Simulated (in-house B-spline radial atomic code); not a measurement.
## Solving the quasi-particle equation for 3d of Br VIII (Br7+)

Configuration [Ar] 3d10, start PBE; correlation leaves out the 5 deepest shells. Computed with a B-spline radial code for spherical atoms: all electrons, scalar-relativistic (spin-free one-electron X2C), finite nucleus, each spin shell either full or empty, empty states to l = 9 with an (l + 1/2)⁻⁴ tail; G0W0 by contour deformation at full frequency.

At the mean-field level ε = -175.881 eV the matrix elements are Σx = -78.681 eV, v_xc = -58.758 eV and Σc(ε) = 0.967 eV, and the slope of the correlation self-energy is dΣc/dω = -0.0271. The quasi-particle energy solves E = ε + Σx − v_xc + Σc(E).

(1) What does the linearised equation give?

(2) How does that compare with the full solution and with static screening?

Results:

(1) Z = 1/(1 − dΣc/dω) = 1/1.0271 = 0.9736. The first-order shift is Σx − v_xc + Σc(ε) = -78.681 − (-58.758) + (0.967) = -18.956 eV, so E ≈ ε + Z × shift = -175.881 + 0.9736 × (-18.956) = -194.337 eV.

(2) Solving the equation at full frequency dependence gives E = -194.282 eV, where Σc = 1.522 eV and the weight is 0.967; the linearised value is off by 55 meV. Leaving Z out would give -194.837 eV. Static COHSEX puts -2.935 eV in place of Σc and gives -198.739 eV, 4.46 eV deeper. The tabulated removal energy is 192.61 ± 0.06 eV (NIST, measured); the run leaves out spin-orbit coupling, Breit and QED terms.
